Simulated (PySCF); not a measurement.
`C1=CC=C(C=O)B1`, C5H5BO

Geometry:
```tsv
atom	x (Å)	y (Å)	z (Å)
O1	2.823	0.834	-0.003
C2	2.089	-0.122	0.073
C3	0.629	-0.056	0.034
C4	-0.171	-1.144	0.125
C5	-1.621	-0.781	0.058
C6	-1.798	0.549	-0.078
B7	-0.349	1.189	-0.111
H8	2.510	-1.158	0.184
H9	0.173	-2.179	0.235
H10	-2.409	-1.539	0.116
H11	-2.780	1.020	-0.145
H12	-0.051	2.349	-0.220
```

Method: PySCF, TDDFT CAM-B3LYP/def2-TZVPD excited states, vertical, gas phase. Geometry: PBE0-D3(BJ)/def2-SVP.

(1) Give the one- and two-photon strengths of the lowest singlets.

Results:

(1) δ for parallel linear polarisation; σ at the peak of a Lorentzian of half width 0.1 eV, single beam; Ω is circular over linear.
| state | E (eV) | f | photon λ (nm) | δ (au) | σ (GM) | Ω | main |
| --- | --- | --- | --- | --- | --- | --- | --- |
| S1 | 2.54 | 0.016 | 978 | 0.82 | 0.00 | 1.50 | HOMO→LUMO 0.98 |
| S2 | 3.14 | 0.000 | 790 | 0.15 | 0.00 | 1.50 | HOMO−1→LUMO 0.86, HOMO−1→LUMO+1 0.11 |
| S3 | 4.42 | 0.000 | 561 | 0.76 | 0.01 | 1.50 | HOMO−2→LUMO 0.63, HOMO−1→LUMO+1 0.27 |
| S4 | 4.56 | 0.001 | 544 | 0.97 | 0.01 | 1.50 | HOMO−3→LUMO 0.55, HOMO−2→LUMO 0.25 |
| S5 | 4.77 | 0.000 | 520 | <0.1 | 0.00 | – | HOMO−1→LUMO+1 0.41, HOMO−3→LUMO 0.36 |
| S6 | 5.70 | 0.194 | 435 | 1020 | 12.10 | 0.77 | HOMO→LUMO+1 0.76, HOMO−4→LUMO 0.20 |

Among these, the strongest one-photon state is S6, the strongest two-photon state S6, with a dipole change of 2.9 D (relaxed, norm of the difference vector). Half the energy of S3, S4, S5, S6 comes within 0.4 eV of the allowed S1 or passes it, which inflates δ.
